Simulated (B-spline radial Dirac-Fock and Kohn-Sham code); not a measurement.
# Binding energies of Lu³⁺

System: lutetium as Lu³⁺, configuration [Xe] 4f14; nuclear rms radius 5.37 fm (A = 175).

These are calculated numbers from a B-spline atomic structure program; the model is Dirac-Fock (average of configuration) total-energy differences with a finite nucleus, the Breit interaction including its frequency dependence, and self-energy and vacuum-polarisation corrections. The model has no electron correlation. Energies are counted from the vacuum level.

All terms are in eV, carry their sign (relaxation lowers the binding energy) and add up to the binding energy; ⟨r⟩ is the mean radius of the orbital in the initial state.

```
subshell  −ε (Koopmans)  relaxation    Gaunt  retardation  self-energy  vacuum polarisation  binding energy  ⟨r⟩ (bohr)
       K        63735.7      -85.40  -219.52        19.74      -127.45                23.11         63346.2       0.019
      L1        11001.5      -50.96   -23.52         1.63       -17.98                 3.05         10913.7       0.081
      L2        10477.4      -55.25   -40.68         4.40         0.09                 0.10         10386.1       0.067
      L3         9357.4      -52.52   -28.20         5.86        -1.23                -0.12          9281.2       0.075
      M1         2571.1      -28.97    -4.14         0.25        -4.09                 0.67          2534.8       0.212
      M2         2340.1      -29.89    -7.41         0.71        -0.06                 0.02          2303.4       0.202
      M3         2097.1      -28.46    -4.87         1.07        -0.31                -0.03          2064.5       0.216
      M4         1710.5      -30.95    -3.11         0.27         0.29                -0.03          1676.9       0.190
      M5         1658.0      -30.42    -2.06         0.29         0.15                -0.03          1625.9       0.194
      N1          562.2      -11.61    -0.85         0.06        -0.97                 0.16           549.0       0.479
      N2          467.0      -11.32    -1.51         0.15        -0.01                 0.00           454.3       0.487
      N3          411.3      -10.24    -0.91         0.23        -0.06                -0.01           400.3       0.517
      N4          254.4       -9.62    -0.40         0.04         0.07                -0.01           244.5       0.543
      N5          244.0       -9.24    -0.19         0.04         0.04                -0.01           234.6       0.554
      N6          49.68       -7.06     0.11        -0.03         0.04                 0.00           42.73       0.690
      N7          47.93       -6.82     0.17        -0.03         0.03                 0.00           41.29       0.704
      O1          99.65       -1.38    -0.11         0.01        -0.15                 0.02           98.03       1.188
      O2          70.15       -1.15    -0.17         0.02         0.01                 0.00           68.84       1.315
      O3          62.70       -0.92    -0.09         0.03         0.00                 0.00           61.71       1.413
```

For the deepest level, K (1s), the Breit terms make up -0.315 % of the binding energy, QED -0.165 % and orbital relaxation -0.135 %.

Spin-orbit splittings: 2p 1104.9 eV, 3p 238.9 eV, 3d 51.04 eV, 4p 54.04 eV, 4d 9.85 eV, 4f 1.44 eV, 5p 7.13 eV.

Going to the tabulated ground configuration of the next ion removes an electron from N7 (4f7/2), computed at 41.29 eV. NIST lists 45.249 ± 0.025 eV as the ionisation energy of this species (semi-empirical), +3.96 eV from the computed value.
